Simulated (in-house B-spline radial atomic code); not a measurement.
Atomic self-consistent-field run: the lutetium ion Lu⁵⁺ (with a hole in an inner shell). Method: Dirac-Hartree-Fock, average of the jj configuration, Fermi nucleus of rms radius 5.37 fm. Calculated with a B-spline radial code for spherical atoms.

In the input, a minus or plus after the letter marks the j = l - 1/2 or j = l + 1/2 subshell.

Command:
```bash
python run_scf.py task.json out
```
Settings (nuclear radius in fm, mass in u):
```
Z                71
configuration    1s2 2s2 2p6 3s2 3p-1 3p+4 3d10 4s1 4p6 4d10 4f14 5s2 5p6
hamiltonian      dirac
method           hf
spin_polarised   False
nucleus          fermi
rms_radius       5.37
atomic_mass      174.94078
speed_of_light   137.035999084
```

Output (hartree, bohr):
```
 radial grid: 68 intervals, B-splines of order 8, outer radius 25.4386 bohr

 iter        energy (Eh)    residual
    1      -14440.907140    8.12e-01
    2      -14446.652296    1.17e+00
    3      -14464.553620    1.58e-01
    4      -14464.800201    4.85e-02
    5      -14464.829017    1.27e-02
    6      -14464.829722    1.59e-03
    7      -14464.829782    1.56e-03
    8      -14464.829815    2.09e-04
    9      -14464.829815    1.07e-05
   10      -14464.829815    3.76e-07

 total energy                    -14464.82982
 kinetic                           16097.3808
 electron-nucleus                 -35761.6882
 electron-electron                  5199.4776

 first-order corrections (not in the total)
   Gaunt                            16.3220
   retardation                      -1.7262
   frequency dependence             -0.2730
   self-energy                      11.9197
   Uehling                          -2.1372
   Wichmann-Kroll                    0.0797
   recoil                            0.0285

 orbital      occ     eigenvalue          <r>       <r^2>       <1/r>     <1/r^3>       r_max    small
 1s1/2      2.000     -2347.6172    0.0193163 0.000511929     82.1893           -     0.01213  7.12e-02
 2s1/2      2.000      -408.6158    0.0811141  0.00783755     19.9153           -      0.0694  1.61e-02
 2p1/2      2.000      -389.3420    0.0674935  0.00565714     19.8238           -     0.05199  1.60e-02
 2p3/2      4.000      -348.3363    0.0749714  0.00684249     16.9655     14148.1     0.05843  1.46e-02
 3s1/2      2.000       -97.3515     0.211083   0.0510794      7.3318           -      0.1952  5.27e-03
 3p1/2      1.000       -89.4591     0.201749   0.0474972     7.23067           -      0.1835  5.20e-03
 3p3/2      4.000       -80.2189     0.214703   0.0534978      6.5138     3194.59      0.1964  4.82e-03
 3d3/2      4.000       -66.0062     0.188551   0.0417655     6.39009      547.38      0.1544  4.69e-03
 3d5/2      6.000       -64.3476     0.192869   0.0435585     6.20988     471.991      0.1582  4.57e-03
 4s1/2      1.000       -22.8779     0.475644    0.255951     3.06431           -       0.444  1.70e-03
 4p1/2      2.000       -19.1109     0.480622    0.263363     2.98106           -      0.4454  1.65e-03
 4p3/2      4.000       -17.0716     0.510793    0.296772     2.71596      728.26      0.4715  1.48e-03
 4d3/2      4.000       -11.3921      0.53056    0.326337     2.50435     109.515        0.47  1.30e-03
 4d5/2      6.000       -11.0039      0.54105    0.339171     2.44321     92.9136      0.4787  1.26e-03
 4f5/2      6.000        -3.7580     0.619035    0.473341     2.02107     17.1271       0.449  9.04e-04
 4f7/2      8.000        -3.7061     0.625093    0.482857     2.00162     16.5519      0.4526  8.92e-04
 5s1/2      2.000        -5.0972      1.12905     1.42874     1.18868           -       1.027  3.78e-04
 5p1/2      2.000        -3.9358      1.22628     1.69079     1.07685           -       1.095  3.16e-04
 5p3/2      4.000        -3.6170      1.30442      1.9106    0.995838     105.132       1.166  2.79e-04
```

Cost of the run: 2 s on 1 thread of Arm Neoverse N1 (shared host).

For the Dirac Hamiltonian the kinetic term is c α·p + (β - 1)c².
